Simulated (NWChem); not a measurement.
## Ionisation of H$_{2}$BO$_{2}$

```
B
O 1 1.3467
H 2 0.9746 1 115.61
O 1 1.3467 2 129.07 3 0.00
H 4 0.9746 1 115.61 2 0.00
```
Charge 0, spin multiplicity 2.

Everything below was run with NWChem. The geometry was optimised at UB3LYP/def2-SVP, a minimum by its harmonic frequencies. It is one conformer; others weren't searched.

Basis set: def2-TZVPD. The species with one electron less has spin multiplicity 1 and keeps the geometry of the parent. Δ marks differences of total energies (open shells unrestricted). −ε marks an orbital energy of the parent. That orbital need not have the symmetry of the hole or added electron in the Δ rows. That singlet is a closed-shell solution.

B3LYP has NWChem's definition, with VWN1-RPA local correlation. The structure started from a generated list of species. The unpaired electrons of the parent sit in orbitals of symmetry a1 (C2v labels of the run); other states weren't searched. No SCF solution was tested for a lower state.

### Question
For the first vertical ionisation energy, −ε(alpha HOMO) of BHandHLYP gives 7.18 eV and −ε(alpha HOMO) of B3LYP gives 5.82 eV. What do −ε(alpha HOMO) of PBE, −ε(alpha HOMO) of r2SCAN, ΔBHandHLYP give?

### Answer
−ε(alpha HOMO) of PBE: 4.89 eV; −ε(alpha HOMO) of r2SCAN: 5.20 eV; ΔBHandHLYP: 8.83 eV.
